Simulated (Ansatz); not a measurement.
Ansatz results at the PBE0-D4/def2-TZVP geometry: HOMO energy (B3LYP/def2-TZVPP) -7.19 eV; LUMO energy (ωB97M-V/def2-TZVPP) 1.25 eV; LUMO energy (PBE/def2-TZVPP) -1.69 eV.

Question: Which molecule gave them?
A. `O[B](F)[GeH3]`
B. `C[SiH2][SiH](N)Cl`
C. `C=C([SiH3])CCl`
D. `C/C(Cl)=C\[SiH3]`

Answer: D. The others give `O[B](F)[GeH3]`: -8.29, 1.46, -1.44; `C[SiH2][SiH](N)Cl`: -7.48, 1.46, -0.96; `C=C([SiH3])CCl`: -7.80, 1.32, -1.81.

B3LYP here is the variant with VWN-RPA as its local correlation; programs differ in this.
